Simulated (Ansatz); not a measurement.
# Energy profile

The step: SiH₄O ([OH][SiH3]) + BHF₂ ([F][BH][F]) → BSiH₃OF₂ ([F][B]([F])[O][SiH3]) + H₂; bonds formed: H2–H5; dative contacts that become bonds: B1–O6; bonds broken: B1–H2, H5–O6 (atoms numbered as in the saddle structure below).

```xyz
10
angstrom
B 0.0995 -1.3766 0.1362
H 1.2387 -1.5703 -0.6013
F -0.7767 -2.3489 -0.1335
F 0.4315 -1.1721 1.4257
H 0.8027 -0.6469 -0.9093
O -0.2139 -0.0637 -0.6083
Si -0.3625 1.4761 0.0502
H 0.9090 1.8615 0.7064
H -1.4783 1.4618 1.0201
H -0.6498 2.3791 -1.0861
```

Electronic energies by CCSD(T) at an estimated basis limit (MP2 extrapolated from triple and quadruple zeta, plus CCSD(T) − MP2 in triple zeta), on PBE0-D4/def2-TZVP structures; BSiH₅OF₂, closed shell; no counterpoise correction. Computed with Ansatz 0.2.0 (basis: def2-TZVPP and def2-QZVPP); correlated methods freeze the cores. Extrapolation: Hartree–Fock as exp(−7.88 √X), correlation as X^−2.97.

Give the profile in eV, counted from the separated reactants. (Judge from chemistry; the value comes from the calculation.)

Computed:
```
                                                                                                                            point      eV
separated: BHF₂ (linked as [F][BH][F]; B1, H2, F3, F4; singlet) + SiH₄O (linked as [OH][SiH3]; H5, O6, Si7, H8, H9, H10; singlet)   0.000
                                                                                                                  start structure  -0.255
                                                                                                                           saddle   0.982
                                                                                                                    end structure  -1.161
           separated: BSiH₃OF₂ (linked as [F][B]([F])[O][SiH3]; B1, F3, F4, O6, Si7, H8, H9, H10; singlet) + H₂ (H2, H5; singlet)  -1.122
```

T1 diagnostic: at most 0.014.

The step is the kind of ligand exchange by which a precursor binds to a hydroxyl group, or is hydrolysed, in atomic layer deposition of oxides.

For scale, one of the runs: CCSD(T)/def2-TZVPP, 236 basis functions, launched by `ansatz run in.yaml --threads 4 --pin off --events-out ev --progress --plain --max-ram 9574MiB`. Hardware: 4 CPU threads of an Arm Neoverse V1, shared host. Wall time 2.4 min; peak host memory 4.6 GiB.
